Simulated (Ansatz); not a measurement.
Born–Oppenheimer molecular dynamics of CLiOS (4 atoms, charge 1, multiplicity 1). It starts from a relaxed structure.

Theory: UHF/STO-3G (Ansatz).

```json
{
  "ensemble": "NVT, Nosé–Hoover chain",
  "time step": "1 fs",
  "steps asked": "250",
  "set temperature": "300 K",
  "thermostat": "time constant 100 fs, chain length 3 (defaults)",
  "seed": "999411"
}
```

First frame:

```xyz
4
Properties=species:S:1:pos:R:3
Li 0.139 -0.375 -2.167
O 0.037 -0.098 -0.568
C -0.040 0.108 0.625
S -0.136 0.365 2.110
```

Question: How far do the bonds stretch over the last three quarters of this one trajectory? (Pairs bonded in most of those frames.)

Answer: 
```
  bond  mean (Å)  spread (Å)  shortest  longest
Li1–O2     1.638       0.026      1.59     1.68
 O2–C3     1.215       0.006      1.20     1.23
 C3–S4     1.512       0.011      1.49     1.53
```

Mean temperature of the second half: 316 K. The conserved energy stayed within 0.12 meV per atom of its start (net change 0.1 meV per atom), so the integration is sound. A run of 0.25 ps of so small a system gives no equilibrium averages. Limits of this set-up: minimal basis.

Time of the run: 62 s on 1 thread of Arm Neoverse V1, on a shared host, peak memory 0.062 GiB.
